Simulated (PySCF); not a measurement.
# Unknown compound

An unknown has the formula C5H4ClF3O. Its calculated NMR data are:

1H NMR (400 MHz, computed): δ 7.61 (m, 1H), 2.58 (d, 3H).

13C{1H} NMR (computed): δ 173.0, 166.0, 133.7, 131.1, 19.8.

Equivalent nuclei averaged, no solvent model, non-relativistic Hamiltonian, single conformer. PBE0/pcSseg-1 with gauge-including orbitals; coordinates at the GFN2-xTB level; PySCF.

Referencing at the same level of theory: 1H, 13C against TMS.

Q: Which candidate is it?
A. C=CO/C(=C\Cl)C(F)(F)F
B. C/C=C(\C(=O)Cl)C(F)(F)F
C. O=C1C[C@@H](Cl)[C@H]1C(F)(F)F

A: B. 

- Rings plus π bonds: 2 (no ring in the answer).
- 5 carbon signals for 5 carbons: no two carbons are equivalent.
- Carbon types of the structure: 3 × C, 1 × CH, 1 × CH3, which accounts for all hydrogens.
- δC 173.0: carbonyl carbon.
- δC 166.0: β carbon of a C=C–C=O unit; conjugation with the carbonyl draws π density from the β position.
- δC 133.7: α carbon of a C=C–C=O unit; as expected for a trigonal carbon in a double bond.
- δC 131.1: CF3 carbon; 3 electronegative neighbours deshield it.
- δH 7.61: hydrogen on a β carbon of a C=C–C=O unit; olefinic region.

The others: C=CO/C(=C\Cl)C(F)(F)F would give 4 signals for carbon-bound and other non-exchanging H, not 2; O=C1C[C@@H](Cl)[C@H]1C(F)(F)F would give 4 signals for carbon-bound and other non-exchanging H, not 2.

Carbons that carry Cl, above all several Cl atoms, come out too deshielded, partly because spin–orbit coupling is missing. Splittings by 19F in the carbon and heteronuclear signals aren't shown, as no couplings were computed. Shifts are as computed. Against solution values, carbons near 30 ppm lie about +3 ppm off and those near 130 ppm about +5 ppm; carbons on Cl a further +6 ppm. Of 1211 compounds with measured shifts, 218 miss one by over three times the rms of a fit or turn the order of signals round; such compounds aren't used in these exercises. No couplings were computed; multiplicities are counted from neighbouring protons, with m where these are inequivalent, close in shift, in a saturated or five-membered ring or joined by F or P, and br s for small geminal =CH2 splittings.
